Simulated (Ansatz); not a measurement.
Ansatz (a program for electronic structure) input (B3LYP/LANL2DZ): The .json file is the Basis Set Exchange's LANL2DZ.

Ansatz 0.2 input:
```yaml
crystal:
  periodic: [false, false, false]
  atoms:
    - {symbol: C, position_ang: [-1.89994200, 0.02663800, -0.25504500]}
    - {symbol: N, position_ang: [-0.64289700, -0.67358100, -0.10449100]}
    - {symbol: B, position_ang: [0.64382400, -0.02424200, 0.07411100]}
    - {symbol: O, position_ang: [1.37682000, -0.58785600, 1.03155400]}
    - {symbol: O, position_ang: [0.91757100, 1.10413500, -0.66384400]}
    - {symbol: H, position_ang: [-2.44707900, 0.10340600, 0.69066300]}
    - {symbol: H, position_ang: [-1.70874200, 1.02726300, -0.63546300]}
    - {symbol: H, position_ang: [-2.53877400, -0.50250700, -0.96830400]}
    - {symbol: H, position_ang: [-0.71213200, -1.61674000, 0.25011700]}
    - {symbol: H, position_ang: [1.73241000, 1.53479000, -0.38754300]}
basis:
  gaussian:
    orbitals: LANL2DZ.json
hamiltonian:
  xc: {name: B3LYP}
magnetization: {spin_polarized: true, initial_magnetization: 1}
relax: {f_tol: 0.003, max_steps: 120}
```

Output:

```
Functional definition: B3LYP
integrals: 0.02 GiB planned
845 factors; integrals over basis functions are off by at most 2.6e-4 eV
mean field: 0.29 GiB planned
mean field evaluation 1: about -7367.9771 eV, gradient 5.2e1 eV
mean field evaluation 2: about -7329.0092 eV, gradient 1.0e2 eV
mean field evaluation 4: about -7378.9661 eV, gradient 1.5e1 eV
mean field evaluation 8: about -7379.9430 eV, gradient 1.9e-1 eV
mean field evaluation 16: about -7379.9909 eV, gradient 3.7e-4 eV
mean field -7379.99088328 eV, -271.2096626231 hartree, gradient 4.1e-5 eV, S^2 0.760363; 2 other end points of the search recorded, 0 dependent functions left out
the calculation of the forces begins
reference -7379.99111422 eV, -271.2096711098 hartree; 20, 19 occupied and 35, 36 virtual orbitals, 845 factors
relax step   1: F+E_penalty+E_count = -7379.99088328 eV  Δ(F+E_penalty+E_count) = +0.000e0 eV  max|allowed force component| = 8.981e-1 eV/Å  Δτ_max = 0.0000 Å  (55 SCF iters, accepted)
these checks for a lower state are left out or cut short: starts, cluster_reference, orbital_swaps, neighbouring_geometries, increment
integrals: 0.02 GiB planned
845 factors; integrals over basis functions are off by at most 2.6e-4 eV
mean field: 0.29 GiB planned
mean field evaluation 32: about -7380.0502 eV, gradient 6.5e-4 eV
mean field -7380.05020135 eV, -271.2118425220 hartree, gradient 2.3e-5 eV, S^2 0.760607; 0 other end points of the search recorded, 0 dependent functions left out
the calculation of the forces begins
reference -7380.05043221 eV, -271.2118510060 hartree; 20, 19 occupied and 35, 36 virtual orbitals, 845 factors
relax step   2: F+E_penalty+E_count = -7380.05020135 eV  Δ(F+E_penalty+E_count) = -5.932e-2 eV  max|allowed force component| = 7.564e-1 eV/Å  Δτ_max = 0.0539 Å  (43 SCF iters, accepted)
these checks for a lower state are left out or cut short: starts, cluster_reference, orbital_swaps, neighbouring_geometries, increment
integrals: 0.02 GiB planned
845 factors; integrals over basis functions are off by at most 2.6e-4 eV
mean field: 0.29 GiB planned
mean field -7380.06672459 eV, -271.2124497398 hartree, gradient 1.3e-5 eV, S^2 0.760439; 0 other end points of the search recorded, 0 dependent functions left out
the calculation of the forces begins
reference -7380.06695562 eV, -271.2124582301 hartree; 20, 19 occupied and 35, 36 virtual orbitals, 845 factors
relax step   3: F+E_penalty+E_count = -7380.06672459 eV  Δ(F+E_penalty+E_count) = -1.652e-2 eV  max|allowed force component| = 4.608e-1 eV/Å  Δτ_max = 0.1124 Å  (46 SCF iters, accepted)
these checks for a lower state are left out or cut short: starts, cluster_reference, orbital_swaps, neighbouring_geometries, increment
integrals: 0.02 GiB planned
845 factors; integrals over basis functions are off by at most 2.6e-4 eV
mean field: 0.29 GiB planned
mean field -7380.04848215 eV, -271.2117793425 hartree, gradient 2.2e-5 eV, S^2 0.758474; 0 other end points of the search recorded, 0 dependent functions left out
the calculation of the forces begins
reference -7380.04871172 eV, -271.2117877789 hartree; 20, 19 occupied and 35, 36 virtual orbitals, 845 factors
relax step   4: F+E_penalty+E_count = -7380.04848215 eV  Δ(F+E_penalty+E_count) = +1.824e-2 eV  max|allowed force component| = 1.239e0 eV/Å  Δτ_max = 0.0973 Å  (44 SCF iters, rejected (line search))
these checks for a lower state are left out or cut short: starts, cluster_reference, orbital_swaps, neighbouring_geometries, increment
integrals: 0.02 GiB planned
845 factors; integrals over basis functions are off by at most 2.6e-4 eV
mean field: 0.29 GiB planned
mean field -7380.08138305 eV, -271.2129884282 hartree, gradient 1.4e-5 eV, S^2 0.759717; 0 other end points of the search recorded, 0 dependent functions left out
the calculation of the forces begins
reference -7380.08161330 eV, -271.2129968897 hartree; 20, 19 occupied and 35, 36 virtual orbitals, 845 factors
relax step   5: F+E_penalty+E_count = -7380.08138305 eV  Δ(F+E_penalty+E_count) = -1.466e-2 eV  max|allowed force component| = 2.496e-1 eV/Å  Δτ_max = 0.0474 Å  (45 SCF iters, accepted)
these checks for a lower state are left out or cut short: starts, cluster_reference, orbital_swaps, neighbouring_geometries, increment
integrals: 0.02 GiB planned
845 factors; integrals over basis functions are off by at most 2.6e-4 eV
mean field: 0.29 GiB planned
mean field -7380.08637026 eV, -271.2131717048 hartree, gradient 2.5e-5 eV, S^2 0.759310; 0 other end points of the search recorded, 0 dependent functions left out
the calculation of the forces begins
reference -7380.08660023 eV, -271.2131801559 hartree; 20, 19 occupied and 35, 36 virtual orbitals, 845 factors
relax step   6: F+E_penalty+E_count = -7380.08637026 eV  Δ(F+E_penalty+E_count) = -4.987e-3 eV  max|allowed force component| = 1.139e-1 eV/Å  Δτ_max = 0.0515 Å  (59 SCF iters, accepted)
these checks for a lower state are left out or cut short: starts, cluster_reference, orbital_swaps, neighbouring_geometries, increment
integrals: 0.02 GiB planned
845 factors; integrals over basis functions are off by at most 2.7e-4 eV
mean field: 0.29 GiB planned
mean field evaluation 64: about -7380.0411 eV, gradient 3.5e-2 eV
mean field -7380.08560586 eV, -271.2131436137 hartree, gradient 1.9e-5 eV, S^2 0.759010; 0 other end points of the search recorded, 0 dependent functions left out
the calculation of the forces begins
reference -7380.08583653 eV, -271.2131520905 hartree; 20, 19 occupied and 35, 36 virtual orbitals, 845 factors
relax step   7: F+E_penalty+E_count = -7380.08560586 eV  Δ(F+E_penalty+E_count) = +7.644e-4 eV  max|allowed force component| = 1.333e-1 eV/Å  Δτ_max = 0.0760 Å  (57 SCF iters, rejected (line search))
these checks for a lower state are left out or cut short: starts, cluster_reference, orbital_swaps, neighbouring_geometries, increment
integrals: 0.02 GiB planned
845 factors; integrals over basis functions are off by at most 2.6e-4 eV
mean field: 0.29 GiB planned
mean field -7380.08908877 eV, -271.2132716081 hartree, gradient 1.8e-5 eV, S^2 0.759110; 0 other end points of the search recorded, 0 dependent functions left out
the calculation of the forces begins
reference -7380.08931904 eV, -271.2132800704 hartree; 20, 19 occupied and 35, 36 virtual orbitals, 845 factors
relax step   8: F+E_penalty+E_count = -7380.08908877 eV  Δ(F+E_penalty+E_count) = -2.719e-3 eV  max|allowed force component| = 3.411e-2 eV/Å  Δτ_max = 0.0372 Å  (58 SCF iters, accepted)
these checks for a lower state are left out or cut short: starts, cluster_reference, orbital_swaps, neighbouring_geometries, increment
integrals: 0.02 GiB planned
845 factors; integrals over basis functions are off by at most 2.6e-4 eV
mean field: 0.29 GiB planned
mean field -7380.08930326 eV, -271.2132794906 hartree, gradient 1.3e-5 eV, S^2 0.759028; 0 other end points of the search recorded, 0 dependent functions left out
the calculation of the forces begins
reference -7380.08953361 eV, -271.2132879559 hartree; 20, 19 occupied and 35, 36 virtual orbitals, 845 factors
relax step   9: F+E_penalty+E_count = -7380.08930326 eV  Δ(F+E_penalty+E_count) = -2.145e-4 eV  max|allowed force component| = 2.626e-2 eV/Å  Δτ_max = 0.0097 Å  (52 SCF iters, accepted)
these checks for a lower state are left out or cut short: starts, cluster_reference, orbital_swaps, neighbouring_geometries, increment
integrals: 0.02 GiB planned
845 factors; integrals over basis functions are off by at most 2.6e-4 eV
mean field: 0.29 GiB planned
mean field -7380.08929209 eV, -271.2132790802 hartree, gradient 1.3e-5 eV, S^2 0.758979; 0 other end points of the search recorded, 0 dependent functions left out
the calculation of the forces begins
reference -7380.08952247 eV, -271.2132875465 hartree; 20, 19 occupied and 35, 36 virtual orbitals, 845 factors
relax step  10: F+E_penalty+E_count = -7380.08929209 eV  Δ(F+E_penalty+E_count) = +1.117e-5 eV  max|allowed force component| = 5.914e-2 eV/Å  Δτ_max = 0.0061 Å  (51 SCF iters, rejected (line search))
these checks for a lower state are left out or cut short: starts, cluster_reference, orbital_swaps, neighbouring_geometries, increment
integrals: 0.02 GiB planned
845 factors; integrals over basis functions are off by at most 2.6e-4 eV
mean field: 0.29 GiB planned
mean field -7380.08939791 eV, -271.2132829688 hartree, gradient 2.7e-5 eV, S^2 0.758979; 0 other end points of the search recorded, 0 dependent functions left out
the calculation of the forces begins
reference -7380.08962828 eV, -271.2132914348 hartree; 20, 19 occupied and 35, 36 virtual orbitals, 845 factors
relax step  11: F+E_penalty+E_count = -7380.08939791 eV  Δ(F+E_penalty+E_count) = -9.465e-5 eV  max|allowed force component| = 8.519e-3 eV/Å  Δτ_max = 0.0030 Å  (51 SCF iters, accepted)
these checks for a lower state are left out or cut short: starts, cluster_reference, orbital_swaps, neighbouring_geometries, increment
integrals: 0.02 GiB planned
845 factors; integrals over basis functions are off by at most 2.7e-4 eV
mean field: 0.29 GiB planned
mean field evaluation 96: about -7380.0883 eV, gradient 3.3e-1 eV
mean field -7380.08948007 eV, -271.2132859882 hartree, gradient 2.1e-5 eV, S^2 0.758951; 0 other end points of the search recorded, 0 dependent functions left out
the calculation of the forces begins
reference -7380.08971058 eV, -271.2132944593 hartree; 20, 19 occupied and 35, 36 virtual orbitals, 845 factors
relax step  12: F+E_penalty+E_count = -7380.08948007 eV  Δ(F+E_penalty+E_count) = -8.216e-5 eV  max|allowed force component| = 9.916e-3 eV/Å  Δτ_max = 0.0136 Å  (37 SCF iters, accepted)
these checks for a lower state are left out or cut short: starts, cluster_reference, orbital_swaps, neighbouring_geometries, increment
integrals: 0.02 GiB planned
845 factors; integrals over basis functions are off by at most 2.7e-4 eV
mean field: 0.29 GiB planned
mean field -7380.08937384 eV, -271.2132820844 hartree, gradient 1.9e-5 eV, S^2 0.758911; 0 other end points of the search recorded, 0 dependent functions left out
the calculation of the forces begins
reference -7380.08960461 eV, -271.2132905650 hartree; 20, 19 occupied and 35, 36 virtual orbitals, 845 factors
relax step  13: F+E_penalty+E_count = -7380.08937384 eV  Δ(F+E_penalty+E_count) = +1.062e-4 eV  max|allowed force component| = 4.454e-2 eV/Å  Δτ_max = 0.0260 Å  (58 SCF iters, rejected (line search))
these checks for a lower state are left out or cut short: starts, cluster_reference, orbital_swaps, neighbouring_geometries, increment
integrals: 0.02 GiB planned
845 factors; integrals over basis functions are off by at most 2.7e-4 eV
mean field: 0.29 GiB planned
mean field -7380.08951417 eV, -271.2132872413 hartree, gradient 2.0e-5 eV, S^2 0.758933; 0 other end points of the search recorded, 0 dependent functions left out
the calculation of the forces begins
reference -7380.08974482 eV, -271.2132957175 hartree; 20, 19 occupied and 35, 36 virtual orbitals, 845 factors
relax step  14: F+E_penalty+E_count = -7380.08951417 eV  Δ(F+E_penalty+E_count) = -3.410e-5 eV  max|allowed force component| = 2.433e-3 eV/Å  Δτ_max = 0.0127 Å  (38 SCF iters, accepted)
integrals: 0.02 GiB planned
845 factors; integrals over basis functions are off by at most 2.7e-4 eV
mean field: 0.29 GiB planned
mean field evaluation 128: about -7380.0892 eV, gradient 5.8e-2 eV
mean field -7380.08951417 eV, -271.2132872413 hartree, gradient 2.0e-5 eV, S^2 0.758933; 3 other end points of the search recorded, 0 dependent functions left out
the calculation of the forces begins
reference -7380.08974482 eV, -271.2132957175 hartree; 20, 19 occupied and 35, 36 virtual orbitals, 845 factors
Total energy: -7380.08974482 eV, -271.2132957175 hartree
Atom 0 at    -1.908757     0.041482    -0.265543 Å, force     0.000692     0.000378    -0.000867 eV/Å
Atom 1 at    -0.665295    -0.667275     0.053373 Å, force    -0.001623     0.001384     0.000199 eV/Å
Atom 2 at     0.632035    -0.065202     0.096792 Å, force     0.002026     0.002433     0.001300 eV/Å
Atom 3 at     1.563912    -0.689385     0.900904 Å, force    -0.000992    -0.001579    -0.000421 eV/Å
Atom 4 at     0.852395     1.121583    -0.595319 Å, force    -0.001844    -0.001972    -0.000076 eV/Å
Atom 5 at    -2.586064     0.093491     0.599353 Å, force     0.002000    -0.000325    -0.002009 eV/Å
Atom 6 at    -1.665099     1.054646    -0.592678 Å, force    -0.001300    -0.001809     0.001112 eV/Å
Atom 7 at    -2.439282    -0.467337    -1.083907 Å, force     0.000302     0.000742     0.001110 eV/Å
Atom 8 at    -0.756886    -1.622550     0.386715 Å, force     0.000175     0.000071     0.000037 eV/Å
Atom 9 at     1.694100     1.591854    -0.467935 Å, force     0.000562     0.000677    -0.000386 eV/Å
Dipole moment:    -0.478298     0.065417    -0.111308 e Å
```

The geometry given is a B3LYP-D3(BJ)/def2-TZVP minimum.
